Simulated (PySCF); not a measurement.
Ga(OH)(PH2)2 (GaH₅OP₂), SMILES [OH][Ga]([PH2])[PH2]. Atoms are numbered in the order given.

```xyz
9

Ga     0.2256    -0.0912    -0.0710
O      1.8529    -0.5871    -0.6580
H      2.4417    -0.9759     0.0013
P     -0.3030    -0.2742     2.2095
H      0.2505    -1.5890     2.3195
H     -1.6241    -0.7468     1.9359
P     -1.0248     0.9748    -1.7280
H     -2.2505     0.3597    -1.3224
H     -0.7160    -0.0332    -2.6929
```
Charge 0, spin multiplicity 1.

Coordinates come from a B3LYP-D3(BJ)/def2-SVP optimisation. The structure was generated by enumeration; whether it is a known compound was not checked. One conformer was computed; it need not be the lowest.

Level of theory: B3LYP/def2-TZVP run with PySCF.

Isolated molecule, no solvent.

| Property | Result |
|---|---|
| total energy | -2685.99161 hartree |
| highest occupied level | -6.84 eV |
| lowest empty level | -1.36 eV |
| orbital gap | 5.48 eV |
| dipole moment | 1.67 D |
| quadrupole, principal values (traceless, Buckingham form, about the centre of nuclear charge) | -7.61, 1.63, 5.98 D·Å |
| mean static polarisability | 91.2 bohr³ (13.52 Å³) |
| polarisability, principal values | 64.8, 83.9, 125.0 bohr³ |
